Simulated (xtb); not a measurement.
1-chloroethenyl(methyl)silane (C3H7ClSi), SMILES C=C(Cl)[SiH2]C. All values are semi-empirical tight-binding results from xtb (GFN2-xTB unless named), good for trends rather than for accurate numbers. Coordinates come from a GFN2-xTB optimisation. One conformer was computed; it need not be the lowest.

Optimised geometry:

Bond lengths (Å): C1–C2 1.322, C1–H6 1.076, C1–H7 1.078, C2–Cl3 1.741, C2–Si4 1.898, Si4–C5 1.896, Si4–H8 1.467, Si4–H9 1.466, C5–H10 1.087, C5–H11 1.087, C5–H12 1.086. Bond angles (°): C2–C1–H6 119.7, C2–C1–H7 123.4, H6–C1–H7 116.9, C1–C2–Cl3 119.0, C1–C2–Si4 127.6, Cl3–C2–Si4 113.3, C2–Si4–C5 108.1, C2–Si4–H8 107.4, C2–Si4–H9 107.6, C5–Si4–H8 111.5, C5–Si4–H9 111.0, H8–Si4–H9 111.1, Si4–C5–H10 111.4, Si4–C5–H11 111.1, Si4–C5–H12 111.1, H10–C5–H11 107.6, H10–C5–H12 107.8, H11–C5–H12 107.7.
Charge 0, spin multiplicity 1.

The orbital gap is 4.29 eV and the dipole moment comes out as 1.63 D. The zero-point energy comes out as 53.2 kcal/mol and the G − E(el) at 298.15 K (modified RRHO) is 32.9 kcal/mol. The static polarisability (D4 model) comes out as 78.7 bohr³ and the solvation energy, GFN2-xTB/ALPB(water) is -1.4 kcal/mol. The solvation energy, GFN2-xTB/ALPB(dmso) is -5.2 kcal/mol.

Problem. Give the atomic charges and the Wiberg bond orders between heavy atoms. (An estimate is asked for; the answer gives what the named calculation found.)

Solution. charges (e) C1 -0.10, C2 -0.02, Cl3 -0.20, Si4 0.46, C5 -0.20, H6 0.05, H7 0.05, H8 -0.08, H9 -0.07, H10 0.04, H11 0.05, H12 0.03. Bond orders C1–C2 1.94, C2–Cl3 0.98, C2–Si4 0.84, Si4–C5 0.93.
